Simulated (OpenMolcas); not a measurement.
An atom or ion with 15 electrons was computed by SS-CASPT2, IPEA 0.25 Eh, imaginary shift 0.1 Eh with spin-orbit coupling (OpenMolcas, ANO-RCC-VTZP, DKH2). The lowest levels that the run gave, each within 12 % of the measured value where one is at hand:

```json
{"J": "3/2", "Parity": "odd", "E (cm⁻¹)": "0.0", "g": "2.002"}
{"J": "3/2", "Parity": "odd", "E (cm⁻¹)": "22170", "g": "0.803"}
{"J": "5/2", "Parity": "odd", "E (cm⁻¹)": "22270", "g": "1.200"}
{"J": "1/2", "Parity": "odd", "E (cm⁻¹)": "37210", "g": "0.666"}
{"J": "3/2", "Parity": "odd", "E (cm⁻¹)": "37350", "g": "1.331"}
```

Problem. Which ion is it, and what are the configurations and terms?

Solution. Ar3+ (Z = 18, charge +3; active space 3 electrons in 3 orbitals (3p)). J, parity and g give the terms where levels are pure, and mixed ones are named by the computed weights; the size of the splittings, set against known spectra of the 15-electron sequence, gives the charge. In order, with the measured energies in cm⁻¹ (Saloman, J. Phys. Chem. Ref. Data 39, 033101 (2010)): 3s² 3p³ ⁴S°_3/2, 3s² 3p³ ²D°_3/2 (21091), 3s² 3p³ ²D°_5/2 (21220), 3s² 3p³ ²P°_1/2 (34855), 3s² 3p³ ²P°_3/2 (35032).

CASPT2 breaks the degeneracy within a term, and the mean is taken; among the terms shown or strongly mixed into the levels shown the widest spread is 250 cm-1 (3s² 3p³ ²D°). With the s shell closed, the reference lacks s² → p² mixing. Computed and measured levels are paired by configuration, term and J; levels that our copy of the source lacks, or whose pairing is in doubt (as where it misses far off the trend of its configuration), stay unpaired and out of the deviations. Only configurations of the active space appear.

° marks odd parity.
